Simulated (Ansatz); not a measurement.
This geometry of FH₃S₂Si (7 atoms, charge 0, multiplicity 1) is a first-order saddle point.

All numbers below come from RKS PBE/def2-SVPD in Ansatz 0.2.0.

```xyz
7
Properties=species:S:1:pos:R:3
F -1.179 -1.356 0.638
Si -0.255 -0.497 -0.455
S 1.354 0.469 1.170
S -1.208 1.414 -0.862
H 1.375 -0.504 -0.225
H 1.404 -0.705 1.864
H -1.430 1.110 -2.175
```

Question: Which two structures does it join? (They come from a converged band through this point; their orientation in space is the band's.)

Answer: Bonds broken: Si2–H5. Bonds formed: S3–H5. FH3S2Si becomes FHSSi + H2S.

First end point:

```xyz
7
Properties=species:S:1:pos:R:3
F -1.203 -1.311 0.088
Si 0.019 -0.206 -0.082
S 0.816 0.453 1.797
S -0.792 1.569 -0.973
H 1.062 -0.913 -0.887
H 1.765 -0.527 1.828
H -1.605 0.868 -1.817
```

Last end point:

```xyz
7
Properties=species:S:1:pos:R:3
F -1.755 -0.924 1.003
Si -0.879 -0.859 -0.441
S 1.215 0.130 1.135
S -1.460 1.211 -1.010
H 2.053 0.351 0.084
H 1.842 -1.041 1.452
H -0.956 1.064 -2.268
```

Question: How far does it lie above each of them?

Answer: 218.9 kJ/mol above the first and 71.5 kJ/mol above the second. This is the barrier of this one path; another mechanism may lie lower. The orbitals stay closed-shell, which can raise the energy where a bond breaks towards radicals; this wasn't checked here.

Run time: 5.7 min on 2 threads of Arm Neoverse V1 (shared host), peak memory 0.17 GiB.
